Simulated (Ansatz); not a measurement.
FGeH$_{7}$Si$_{2}$, SMILES `[F][GeH]([SiH3])[SiH3]`, charge 0, multiplicity 1.

(1) Give a relaxed structure at PBE0-D4/def2-TZVP (Ansatz 0.2.0). (Best estimate.)

## Answers

(1) Ansatz gave: 
Cartesian coordinates in Å:
```
F -2.0482 0.3642 1.0524
Ge -0.7876 -0.4196 0.1076
Si -0.3552 1.0294 -1.7414
Si 1.0470 -0.7456 1.6021
H -1.4089 -1.7593 -0.3433
H -1.5915 1.2423 -2.5360
H 0.6827 0.3960 -2.5985
H 0.1536 2.3318 -1.2409
H 1.5395 0.5731 2.0754
H 2.1360 -1.4369 0.8610
H 0.6326 -1.5755 2.7617
```
Point group Cs.
This is one stationary point; other conformers may exist.
